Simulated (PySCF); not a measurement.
A structure optimised at PBE-D3(BJ)/def2-SVP, used in a PySCF frequency run:

```xyz
8

B     -0.6506    -0.0118     0.0000
I      0.2118    -1.9809     0.0000
I      0.6300     1.7358     0.0000
O     -1.9859     0.0790     0.0000
C     -2.7611     1.2774     0.0000
H     -2.5419     1.8855     0.9012
H     -3.8266     0.9815     0.0000
H     -2.5419     1.8855    -0.9012
```
Charge 0, spin multiplicity 1.

### Question
Write its SMILES, formula and point group.

### Answer
COB(I)I, CH₃BI₂O, Cs

### Question
What are its rotational constants (standard atomic weights)?

### Answer
2.0946, 0.55495, 0.43997 GHz
